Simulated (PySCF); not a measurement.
Numbering as in the mapped SMILES `[CH3:1][NH:2][SiH2:3][S:4][SiH3:5]`. Each H is labelled by its parent atom.

Geometry: GFN2-xTB; GIAO shifts from PySCF, gas phase, non-relativistic, averaged over equivalent atoms.

At PBE0/ANO-RCC-VDZP (127 basis functions, 27 s wall time on 1 thread of an AMD EPYC 7B13, shared host):
| atoms | δ (ppm) |
| --- | --- |
| C1 | 29.4 |
| N2 | 37.2 |
| Si3 | -42.9 |
| Si5 | -78.8 |
| H(Si3) | 5.37 |
| H(Si5) | 4.77 |
| H(C1) | 2.66 |
| H(N2) | 0.16 |

References, each an isolated molecule treated in the same way: 13C (190.39 ppm) and 29Si (391.67 ppm) and 1H (31.76 ppm) vs TMS; 15N (274.18 ppm) against NH3.

Question: What do these become at BLYP/pcSseg-1?

Answer: 
```tsv
atoms	δ at BLYP/pcSseg-1	change
C1	32.9	+3.5
N2	39.4	+2.2
Si3	-30.5	+12.4
Si5	-62.9	+15.9
H(Si3)	5.37	+0.00
H(Si5)	4.69	-0.08
H(C1)	2.87	+0.21
H(N2)	-0.02	-0.18
```

References, each an isolated molecule treated in the same way: 13C (178.05 ppm) and 29Si (318.97 ppm) and 1H (31.80 ppm) against TMS; 15N (265.08 ppm) against NH3.

The largest change is at Si5 (silicon bonded to S, 3 H). Cost: 151 basis functions, 18 s wall time on 1 thread of an AMD EPYC 7B13, shared host.

Experimental scales use liquid or dissolved standards, which lie at an offset from isolated NH3 (liquid NH3: subtract about 20 ppm).
